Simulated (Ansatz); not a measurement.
Consider the ligand exchange at the Si–O bond: `N[Si](O)(F)Br` + HCl → `N[Si](F)(Cl)Br` + H₂O.

Program: Ansatz. Geometries: PBE0-D4/def2-TZVP. ΔE: electronic, gas phase. CBS: MP2 limit from def2 TZ/QZ plus the TZ coupled-cluster correction, frozen cores. This one scheme is used for every species. Functionals use def2-TZVPP. HSE06 is defined as in plane-wave codes. For Br outer-core shells are correlated without core-valence functions, which leaves a few kJ/mol of doubt a bond. Scalar relativity is left out up to krypton. One conformer a species, not always the lowest.

**Question.** Is it downhill or uphill in electronic energy at CCSD(T)/CBS, and by how much? (Estimate.)

**Answer.** Ansatz gave: Uphill: ΔE = +0.13 eV.

**Question.** What do these levels give: LDA (SPW92), PBE-D4, HSE06-D4, PBE-QIDH, PBE, revPBE, BLYP, HSE06, RPA@PBE/def2-TZVPP, HF/def2-SVP, SCS-MP2/def2-TZVPP, MP2/def2-QZVPP? (An estimate is asked.)

**Answer.** The calculation gave: LDA (SPW92) 0.15, PBE-D4 0.08, HSE06-D4 0.09, PBE-QIDH 0.13, PBE 0.10, revPBE 0.09, BLYP 0.19, HSE06 0.11, RPA@PBE/def2-TZVPP 0.22, HF/def2-SVP 0.19, SCS-MP2/def2-TZVPP 0.18, MP2/def2-QZVPP 0.10 eV.

Largest T1 diagnostic among the species: 0.009.

At CCSD(T), def2-SVP lies +0.04 eV from the extrapolated value and def2-TZVPP +0.07 eV. From BLYP to BHLYP (50 % exact exchange), in def2-TZVPP and without D4, ΔE moves by +0.03 eV. Leaving LDA and LC-ωPBE aside and taking each functional with its dispersion term where it has one, the values, not all of them listed here, spread over 0.14 eV, from revPBE-D4 to CAM-B3LYP-D4. LDA lies +0.05 eV from PBE without D4.
